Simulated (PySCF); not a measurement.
The vertical singlet excitations below were computed for one of the candidates. The calculation used TDDFT CAM-B3LYP/def2-SVPD, vertical, gas phase, core orbitals frozen in the response (PySCF). Geometries: GFN2-xTB, one conformer each.

```json
{"state": "S1", "E (eV)": "6.06", "f": "0.0009"}
{"state": "S2", "E (eV)": "7.01", "f": "0.144"}
{"state": "S3", "E (eV)": "7.19", "f": "0.016"}
{"state": "S4", "E (eV)": "7.65", "f": "0.0000"}
{"state": "S5", "E (eV)": "7.85", "f": "0.0000"}
{"state": "S6", "E (eV)": "7.94", "f": "0.011"}
{"state": "S7", "E (eV)": "8.11", "f": "0.035"}
{"state": "S8", "E (eV)": "8.65", "f": "0.017"}
```

Orbital energies (eV): HOMO-3 -12.43, HOMO-2 -11.84, HOMO-1 -10.05, HOMO -9.97, LUMO 0.32, LUMO+1 0.97, LUMO+2 1.66.

**Question.** Which candidate is it?
A. `Fc1nnco1`
B. `OCC1=CN=CS1`
C. `C[C@H](F)C(=O)Cl`

**Answer.** A. Its S1, at 6.06 eV, is the highest among the candidates; the nearest of the others has S1 at 5.40 eV. S1 is HOMO-1→LUMO (98%). Löwdin shares by element: HOMO carbon 43%, nitrogen 41% (atoms not listed hold the other 17%); LUMO carbon 40%, nitrogen 21% or more, oxygen 20% (atoms not listed hold the other 19%). At the same level the other candidates give, for their lowest levels:
- `C[C@H](F)C(=O)Cl`: 5.13 eV (f 0.000); 6.76 eV (f 0.000); 7.10 eV (f 0.013); 8.07 eV (f 0.074); 8.26 eV (f 0.030); T1 4.60 eV; HOMO -10.33, LUMO -0.34 eV
- `OCc1cncs1`: 5.40 eV (f 0.001); 5.71 eV (f 0.137); 6.21 eV (f 0.002); 6.23 eV (f 0.053); 6.82 eV (f 0.000); T1 3.82 eV; HOMO -8.71, LUMO -0.01 eV
Triplets come from the Tamm–Dancoff approximation.
